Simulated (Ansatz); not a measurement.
Stepwise reaction of `BBr` with hydrogen fluoride, as a gas-phase model of exchange steps in deposition or etching. ΔE in kJ/mol; ΔG adds harmonic PBE0-D4 terms to CCSD(T)/CBS, at 1 bar.

Program: Ansatz. Geometries: PBE0-D4/def2-TZVP. ΔE: electronic, gas phase. CBS: MP2 limit from def2 TZ/QZ plus the TZ coupled-cluster correction, frozen cores. This one scheme is used for every species. Functionals use def2-TZVPP. B3LYP here is the variant with VWN-RPA as its local correlation; programs differ in this. For Br outer-core shells are correlated without core-valence functions, which leaves a few kJ/mol of doubt a bond. Scalar relativity is left out up to krypton.

| step | reaction | PBE-D4 | B3LYP-D4 | ωB97M-V | CCSD(T)/CBS | ΔG(500 K) |
| --- | --- | --- | --- | --- | --- | --- |
| 2 | `FBBr` + H–F → `FB(F)Br` + H₂ | -118.0 | -121.3 | -122.1 | -113.2 | -110.4 |

(1) Give the row of step 1, `BBr` + H–F → `FBBr` + H₂. (Best estimate.)

(2) By hand: ΔE of the 2 steps together at CCSD(T)/CBS.

## Answers

(1) Computed: 
```
step                   reaction  PBE-D4  B3LYP-D4  ωB97M-V  CCSD(T)/CBS  ΔG(500 K)
   1  `BBr` + H–F → `FBBr` + H₂  -128.1    -128.7   -128.0       -118.5     -121.2
```

(2) (-118.5) + (-113.2) = -231.7 kJ/mol, or -115.8 kJ/mol a step.

In ΔE each step is higher than the one before. All are downhill at CCSD(T)/CBS. ΔG lies between -121.2 and -110.4 kJ/mol a step. PBE-D4 differs from CCSD(T)/CBS by -9.6 to -4.8 kJ/mol a step. Isolated molecules leave out the surface, adducts and barriers. Largest T1 diagnostic: 0.011.
